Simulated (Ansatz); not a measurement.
Molecule: sum formula GaH₂Br, net charge 0, singlet state. 
Coordinates optimised at B3LYP-D3(BJ)/def2-TZVP (Ansatz, an electronic-structure program):
```
Ga
H 1 1.5575
H 1 1.5575 2 129.45
Br 1 2.3133 2 115.27 3 -180.00
```
Charge 0, spin multiplicity 1.

Parts of the frozen-core correlation energy in 6-31G* (Ansatz, hartree). Frozen orbitals: 28; correlated occupied orbitals by spin: 6 and 6; virtual: 40 and 40. No spin-orbit coupling. No relativistic terms.

```csv
term,value
reference (HF),-4496.28024
MP2 opposite-spin,[?]
MP2 same-spin,[?]
CCSD correlation,-0.19105
(T),[?]
T1 diagnostic,0.012
largest doubles amplitude,0.046
```

Q: Some entries are withheld; supply them.

A: 
- MP2 opposite-spin, value: -0.12874
- MP2 same-spin, value: -0.03832
- (T), value: -0.00423
